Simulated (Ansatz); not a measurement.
Molecular dynamics of BFH3NO

input.yaml

```yaml
crystal:
  periodic: [false, false, false]
  atoms:
    - { symbol: B, position_ang: [0.041707, -0.062829, -0.13314] }
    - { symbol: F, position_ang: [-0.150206, 0.525212, 1.078551] }
    - { symbol: "N", position_ang: [1.306798, 0.015143, -0.755607] }
    - { symbol: H, position_ang: [1.49401, -0.405799, -1.659645] }
    - { symbol: H, position_ang: [2.093219, 0.49953, -0.336806] }
    - { symbol: O, position_ang: [-0.999023, -0.730667, -0.746885] }
    - { symbol: H, position_ang: [-1.793505, -0.687289, -0.182968] }
basis:
  gaussian: { orbitals: "6-31G*" }
hamiltonian:
  xc: pbe
md:
  timestep: 0.25
  n_steps: 150
  ensemble: nvt_langevin
  temperature: 500.0
  initial_velocities: maxwell_boltzmann
  seed: 996154
  friction: 0.001
  temperature_schedule:
    - { n_steps: 37, end_temperature: 500.0 }
    - { n_steps: 113, end_temperature: 1500.0 }
```

Run as:

```bash
$ ansatz run input.yaml --threads 1 --pin off --max-ram 2048MiB --backend cpu --events-out ev --progress --plain --runs-dir out
```

It starts from a relaxed structure.

Output, in part (one step line in 2, the closing report, with atoms numbered from 0):

```
md step     0: t =     0.00 fs  T =   428.6 K (target 500.0 K)  F+E_penalty+E_count = -6975.22605204 eV  E_kin = 0.387780 eV  (25 SCF iters)
md step     2: t =     0.50 fs  T =   429.4 K (target 500.0 K)  F+E_penalty+E_count = -6975.22123281 eV  E_kin = 0.388490 eV  (28 SCF iters)
md step     4: t =     1.00 fs  T =   415.6 K (target 500.0 K)  F+E_penalty+E_count = -6975.20772415 eV  E_kin = 0.375999 eV  (28 SCF iters)
md step     6: t =     1.50 fs  T =   396.8 K (target 500.0 K)  F+E_penalty+E_count = -6975.18869709 eV  E_kin = 0.358998 eV  (28 SCF iters)
md step     8: t =     2.00 fs  T =   369.3 K (target 500.0 K)  F+E_penalty+E_count = -6975.16818616 eV  E_kin = 0.334136 eV  (28 SCF iters)
md step    10: t =     2.50 fs  T =   352.6 K (target 500.0 K)  F+E_penalty+E_count = -6975.15005241 eV  E_kin = 0.319051 eV  (27 SCF iters)
md step    12: t =     3.00 fs  T =   339.9 K (target 500.0 K)  F+E_penalty+E_count = -6975.13578582 eV  E_kin = 0.307530 eV  (27 SCF iters)
md step    14: t =     3.50 fs  T =   329.5 K (target 500.0 K)  F+E_penalty+E_count = -6975.12559679 eV  E_kin = 0.298179 eV  (28 SCF iters)
md step    16: t =     4.00 fs  T =   315.7 K (target 500.0 K)  F+E_penalty+E_count = -6975.11790855 eV  E_kin = 0.285629 eV  (28 SCF iters)
md step    18: t =     4.50 fs  T =   292.9 K (target 500.0 K)  F+E_penalty+E_count = -6975.10980691 eV  E_kin = 0.265005 eV  (26 SCF iters)
md step    20: t =     5.00 fs  T =   285.1 K (target 500.0 K)  F+E_penalty+E_count = -6975.09862492 eV  E_kin = 0.257936 eV  (28 SCF iters)
md step    22: t =     5.50 fs  T =   273.9 K (target 500.0 K)  F+E_penalty+E_count = -6975.08293406 eV  E_kin = 0.247790 eV  (28 SCF iters)
md step    24: t =     6.00 fs  T =   260.8 K (target 500.0 K)  F+E_penalty+E_count = -6975.06384422 eV  E_kin = 0.235960 eV  (28 SCF iters)
md step    26: t =     6.50 fs  T =   240.0 K (target 500.0 K)  F+E_penalty+E_count = -6975.04513556 eV  E_kin = 0.217126 eV  (29 SCF iters)
md step    28: t =     7.00 fs  T =   219.2 K (target 500.0 K)  F+E_penalty+E_count = -6975.03122895 eV  E_kin = 0.198338 eV  (28 SCF iters)
md step    30: t =     7.50 fs  T =   210.9 K (target 500.0 K)  F+E_penalty+E_count = -6975.02482151 eV  E_kin = 0.190847 eV  (29 SCF iters)
md step    32: t =     8.00 fs  T =   201.1 K (target 500.0 K)  F+E_penalty+E_count = -6975.02550210 eV  E_kin = 0.181921 eV  (29 SCF iters)
md step    34: t =     8.50 fs  T =   198.8 K (target 500.0 K)  F+E_penalty+E_count = -6975.03016518 eV  E_kin = 0.179858 eV  (29 SCF iters)
md step    36: t =     9.00 fs  T =   202.7 K (target 500.0 K)  F+E_penalty+E_count = -6975.03490856 eV  E_kin = 0.183446 eV  (29 SCF iters)
md step    38: t =     9.50 fs  T =   204.6 K (target 504.4 K)  F+E_penalty+E_count = -6975.03570810 eV  E_kin = 0.185157 eV  (29 SCF iters)
md step    40: t =    10.00 fs  T =   191.6 K (target 522.1 K)  F+E_penalty+E_count = -6975.03172898 eV  E_kin = 0.173396 eV  (29 SCF iters)
md step    42: t =    10.50 fs  T =   180.9 K (target 539.8 K)  F+E_penalty+E_count = -6975.02395198 eV  E_kin = 0.163685 eV  (29 SCF iters)
md step    44: t =    11.00 fs  T =   168.9 K (target 557.5 K)  F+E_penalty+E_count = -6975.01459914 eV  E_kin = 0.152821 eV  (29 SCF iters)
md step    46: t =    11.50 fs  T =   163.6 K (target 575.2 K)  F+E_penalty+E_count = -6975.00751537 eV  E_kin = 0.148026 eV  (29 SCF iters)
md step    48: t =    12.00 fs  T =   167.4 K (target 592.9 K)  F+E_penalty+E_count = -6975.00534811 eV  E_kin = 0.151451 eV  (29 SCF iters)
md step    50: t =    12.50 fs  T =   171.8 K (target 610.6 K)  F+E_penalty+E_count = -6975.00867354 eV  E_kin = 0.155431 eV  (29 SCF iters)
md step    52: t =    13.00 fs  T =   183.0 K (target 628.3 K)  F+E_penalty+E_count = -6975.01640991 eV  E_kin = 0.165588 eV  (29 SCF iters)
md step    54: t =    13.50 fs  T =   190.1 K (target 646.0 K)  F+E_penalty+E_count = -6975.02645553 eV  E_kin = 0.171980 eV  (29 SCF iters)
md step    56: t =    14.00 fs  T =   195.3 K (target 663.7 K)  F+E_penalty+E_count = -6975.03477729 eV  E_kin = 0.176694 eV  (29 SCF iters)
md step    58: t =    14.50 fs  T =   199.2 K (target 681.4 K)  F+E_penalty+E_count = -6975.03888002 eV  E_kin = 0.180218 eV  (29 SCF iters)
md step    60: t =    15.00 fs  T =   197.4 K (target 699.1 K)  F+E_penalty+E_count = -6975.03783341 eV  E_kin = 0.178610 eV  (29 SCF iters)
md step    62: t =    15.50 fs  T =   195.3 K (target 716.8 K)  F+E_penalty+E_count = -6975.03329121 eV  E_kin = 0.176672 eV  (28 SCF iters)
md step    64: t =    16.00 fs  T =   190.7 K (target 734.5 K)  F+E_penalty+E_count = -6975.02866793 eV  E_kin = 0.172564 eV  (28 SCF iters)
md step    66: t =    16.50 fs  T =   184.6 K (target 752.2 K)  F+E_penalty+E_count = -6975.02729353 eV  E_kin = 0.167003 eV  (28 SCF iters)
md step    68: t =    17.00 fs  T =   181.6 K (target 769.9 K)  F+E_penalty+E_count = -6975.02962034 eV  E_kin = 0.164298 eV  (28 SCF iters)
md step    70: t =    17.50 fs  T =   186.1 K (target 787.6 K)  F+E_penalty+E_count = -6975.03556795 eV  E_kin = 0.168354 eV  (28 SCF iters)
md step    72: t =    18.00 fs  T =   204.3 K (target 805.3 K)  F+E_penalty+E_count = -6975.04225492 eV  E_kin = 0.184864 eV  (28 SCF iters)
md step    74: t =    18.50 fs  T =   207.4 K (target 823.0 K)  F+E_penalty+E_count = -6975.04485043 eV  E_kin = 0.187679 eV  (26 SCF iters)
md step    76: t =    19.00 fs  T =   212.2 K (target 840.7 K)  F+E_penalty+E_count = -6975.04096457 eV  E_kin = 0.191959 eV  (29 SCF iters)
md step    78: t =    19.50 fs  T =   208.3 K (target 858.4 K)  F+E_penalty+E_count = -6975.03098078 eV  E_kin = 0.188502 eV  (29 SCF iters)
md step    80: t =    20.00 fs  T =   187.1 K (target 876.1 K)  F+E_penalty+E_count = -6975.01764887 eV  E_kin = 0.169247 eV  (29 SCF iters)
md step    82: t =    20.50 fs  T =   183.4 K (target 893.8 K)  F+E_penalty+E_count = -6975.00486933 eV  E_kin = 0.165953 eV  (30 SCF iters)
md step    84: t =    21.00 fs  T =   170.7 K (target 911.5 K)  F+E_penalty+E_count = -6974.99527989 eV  E_kin = 0.154442 eV  (29 SCF iters)
md step    86: t =    21.50 fs  T =   169.2 K (target 929.2 K)  F+E_penalty+E_count = -6974.98934405 eV  E_kin = 0.153100 eV  (29 SCF iters)
md step    88: t =    22.00 fs  T =   162.8 K (target 946.9 K)  F+E_penalty+E_count = -6974.98739273 eV  E_kin = 0.147313 eV  (30 SCF iters)
md step    90: t =    22.50 fs  T =   160.9 K (target 964.6 K)  F+E_penalty+E_count = -6974.98851483 eV  E_kin = 0.145587 eV  (30 SCF iters)
md step    92: t =    23.00 fs  T =   176.1 K (target 982.3 K)  F+E_penalty+E_count = -6974.99054239 eV  E_kin = 0.159335 eV  (26 SCF iters)
md step    94: t =    23.50 fs  T =   170.8 K (target 1000.0 K)  F+E_penalty+E_count = -6974.98940778 eV  E_kin = 0.154502 eV  (29 SCF iters)
md step    96: t =    24.00 fs  T =   169.2 K (target 1017.7 K)  F+E_penalty+E_count = -6974.98402012 eV  E_kin = 0.153095 eV  (29 SCF iters)
md step    98: t =    24.50 fs  T =   150.1 K (target 1035.4 K)  F+E_penalty+E_count = -6974.97579589 eV  E_kin = 0.135798 eV  (30 SCF iters)
md step   100: t =    25.00 fs  T =   137.0 K (target 1053.1 K)  F+E_penalty+E_count = -6974.96711593 eV  E_kin = 0.123916 eV  (30 SCF iters)
md step   102: t =    25.50 fs  T =   138.8 K (target 1070.8 K)  F+E_penalty+E_count = -6974.96153722 eV  E_kin = 0.125551 eV  (30 SCF iters)
md step   104: t =    26.00 fs  T =   134.7 K (target 1088.5 K)  F+E_penalty+E_count = -6974.96113980 eV  E_kin = 0.121910 eV  (22 SCF iters)
md step   106: t =    26.50 fs  T =   139.7 K (target 1106.2 K)  F+E_penalty+E_count = -6974.96877355 eV  E_kin = 0.126396 eV  (30 SCF iters)
md step   108: t =    27.00 fs  T =   161.1 K (target 1123.9 K)  F+E_penalty+E_count = -6974.98366437 eV  E_kin = 0.145747 eV  (30 SCF iters)
md step   110: t =    27.50 fs  T =   178.2 K (target 1141.6 K)  F+E_penalty+E_count = -6975.00140492 eV  E_kin = 0.161272 eV  (30 SCF iters)
md step   112: t =    28.00 fs  T =   200.7 K (target 1159.3 K)  F+E_penalty+E_count = -6975.01833687 eV  E_kin = 0.181571 eV  (30 SCF iters)
md step   114: t =    28.50 fs  T =   227.9 K (target 1177.0 K)  F+E_penalty+E_count = -6975.03276616 eV  E_kin = 0.206199 eV  (29 SCF iters)
md step   116: t =    29.00 fs  T =   234.7 K (target 1194.7 K)  F+E_penalty+E_count = -6975.04370989 eV  E_kin = 0.212353 eV  (29 SCF iters)
md step   118: t =    29.50 fs  T =   251.0 K (target 1212.4 K)  F+E_penalty+E_count = -6975.05145085 eV  E_kin = 0.227150 eV  (29 SCF iters)
md step   120: t =    30.00 fs  T =   252.1 K (target 1230.1 K)  F+E_penalty+E_count = -6975.05769107 eV  E_kin = 0.228147 eV  (30 SCF iters)
md step   122: t =    30.50 fs  T =   264.2 K (target 1247.8 K)  F+E_penalty+E_count = -6975.06615340 eV  E_kin = 0.239073 eV  (30 SCF iters)
md step   124: t =    31.00 fs  T =   277.4 K (target 1265.5 K)  F+E_penalty+E_count = -6975.07799840 eV  E_kin = 0.250958 eV  (30 SCF iters)
md step   126: t =    31.50 fs  T =   296.4 K (target 1283.2 K)  F+E_penalty+E_count = -6975.09220528 eV  E_kin = 0.268166 eV  (30 SCF iters)
md step   128: t =    32.00 fs  T =   321.4 K (target 1300.9 K)  F+E_penalty+E_count = -6975.10830770 eV  E_kin = 0.290797 eV  (30 SCF iters)
md step   130: t =    32.50 fs  T =   326.1 K (target 1318.6 K)  F+E_penalty+E_count = -6975.12291569 eV  E_kin = 0.295084 eV  (30 SCF iters)
md step   132: t =    33.00 fs  T =   344.0 K (target 1336.3 K)  F+E_penalty+E_count = -6975.13238417 eV  E_kin = 0.311215 eV  (29 SCF iters)
md step   134: t =    33.50 fs  T =   341.9 K (target 1354.0 K)  F+E_penalty+E_count = -6975.13493745 eV  E_kin = 0.309364 eV  (29 SCF iters)
md step   136: t =    34.00 fs  T =   330.7 K (target 1371.7 K)  F+E_penalty+E_count = -6975.13025745 eV  E_kin = 0.299180 eV  (29 SCF iters)
md step   138: t =    34.50 fs  T =   321.0 K (target 1389.4 K)  F+E_penalty+E_count = -6975.12213718 eV  E_kin = 0.290483 eV  (29 SCF iters)
md step   140: t =    35.00 fs  T =   326.8 K (target 1407.1 K)  F+E_penalty+E_count = -6975.11483755 eV  E_kin = 0.295667 eV  (28 SCF iters)
md step   142: t =    35.50 fs  T =   334.1 K (target 1424.8 K)  F+E_penalty+E_count = -6975.11024639 eV  E_kin = 0.302340 eV  (28 SCF iters)
md step   144: t =    36.00 fs  T =   334.4 K (target 1442.5 K)  F+E_penalty+E_count = -6975.10851608 eV  E_kin = 0.302590 eV  (29 SCF iters)
md step   146: t =    36.50 fs  T =   345.4 K (target 1460.2 K)  F+E_penalty+E_count = -6975.10782607 eV  E_kin = 0.312545 eV  (29 SCF iters)
md step   148: t =    37.00 fs  T =   346.9 K (target 1477.9 K)  F+E_penalty+E_count = -6975.10624254 eV  E_kin = 0.313875 eV  (28 SCF iters)
md step   150: t =    37.50 fs  T =   352.9 K (target 1495.6 K)  F+E_penalty+E_count = -6975.10285445 eV  E_kin = 0.319337 eV  (26 SCF iters)
Total energy: -6975.10287487 eV, -256.3303027570 hartree
Atom 0 at     0.064828    -0.075856    -0.114462 Å, force    -1.645956    -0.275706    -0.348518 eV/Å
Atom 1 at    -0.048867     0.592106     1.042302 Å, force     0.160753     0.234015     0.614209 eV/Å
Atom 2 at     1.260770    -0.118865    -0.841186 Å, force     0.898857    -0.203270    -0.261650 eV/Å
Atom 3 at     1.320471    -0.696271    -1.666499 Å, force    -0.274166    -0.226252    -0.374926 eV/Å
Atom 4 at     2.190134    -0.011816    -0.450681 Å, force    -0.053713     0.331723     0.365485 eV/Å
Atom 5 at    -1.066835    -0.670356    -0.682643 Å, force     0.598195    -0.172337    -0.370504 eV/Å
Atom 6 at    -1.938843    -0.576777    -0.263439 Å, force     0.316031     0.311828     0.375903 eV/Å
Dipole moment:     0.106747    -0.149001    -0.055918 e Å
```

All steps were run. The schedule's set-point averaged 1168 K over the second half and the system 236 K, so it lags behind the ramp. A run of 0.037 ps of so small a system gives no equilibrium averages.

The same pairs are bonded in the first frame and the last. Pairs count as bonded within 1.25 times the sum of covalent radii (0.12 Å more for H–H).

Last frame:

```xyz
7
Properties=species:S:1:pos:R:3
B 0.065 -0.076 -0.115
F -0.049 0.592 1.042
N 1.261 -0.119 -0.841
H 1.321 -0.696 -1.667
H 2.190 -0.012 -0.451
O -1.067 -0.670 -0.683
H -1.939 -0.577 -0.263
```

The run took 2.9 min on 1 thread of Arm Neoverse V2 (shared host), peak memory 0.1 GiB.
